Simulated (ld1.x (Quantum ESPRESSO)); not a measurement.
## Be: one change to a TM potential, before and after

```json
{
  "Element": "beryllium (Be)",
  "Generator": "ld1.x (Quantum ESPRESSO) 7.5",
  "Type": "norm-conserving Troullier–Martins (Kleinman–Bylander form)",
  "Functional": "PBE",
  "Relativity": "scalar-relativistic",
  "Frozen core": "[He]",
  "Valence charge": "2",
  "Reference configuration": "2s2 2p0",
  "Partial waves": "2s (bound): rc 2.10 bohr; 3d channel at 0.35 Ry: rc 4.30 bohr; 2p (bound, empty): rc 4.20 bohr",
  "Local potential": "the p channel",
  "Core correction": "none"
}
```

All-electron outer shells of the reference configuration (PBE, scalar-relativistic, ld1.x):

```
shell  level (eV)  outermost node (bohr)  outermost maximum (bohr)
   1s     -106.21                      –                      0.27
   2s       -5.61                   0.59                      2.04
   2p       -2.02                      –                      2.28
```

Change: core correction a·sin(br)/r model core inside 1.08 bohr.

Cutoffs: the cutoffs (Ry, on a coarse ladder) from which the occupation-weighted sum of valence levels, in a spherical-Bessel basis at the reference potential, stays within 10 and 1 mRy of its value at 400 Ry; they do not see the model core or the augmentation charge, which bear on the density cutoff. Errors are all-electron minus pseudo energies relative to the spin-unpolarised reference configuration.

Problem. What does the change do?

Solution. The potential gets neither clearly harder nor softer (8 Ry and 21 Ry → 8 Ry and 21 Ry); of the 5 tests that both files solve, the error grows in 4 and shrinks in 0 by more than 15 % and 0.3 meV (median size 19.6 → 24.9 meV); neither file shows a bound ghost. A model core, the more so a compact one, raises the density cutoff, which this test does not measure.

| quantity | base | changed |
| --- | --- | --- |
| cutoff, loose | 8 Ry | 8 Ry |
| cutoff, tight | 21 Ry | 21 Ry |
| bound ghosts | none | none |
| error for 2s1 2p0, meV [ΔE 9.55 eV] | +5.7 | +9.8 |
| error for 2s1.5 2p0, meV [ΔE 3.76 eV] | -0.6 | +0.4 |
| error for 2s1 2p1, meV [ΔE 3.61 eV] | -20 | -25 |
| error for 2s0 2p2, meV [ΔE 7.25 eV] | -74 | -105 |
| error for 2s0 2p1, meV [ΔE 13.46 eV] | -192 | -225 |
| s: phases at 4.63 bohr within 0.05 rad from the reference energy up to (Ry; the scan ends near 5) | 0.2 | 0.2 |
| p: phases at 4.63 bohr within 0.05 rad from the reference energy up to (Ry; the scan ends near 5) | 0.3 | 0.3 |
| d: phases at 4.63 bohr within 0.05 rad from the reference energy up to (Ry; the scan ends near 5) | 0.7 | 0.7 |
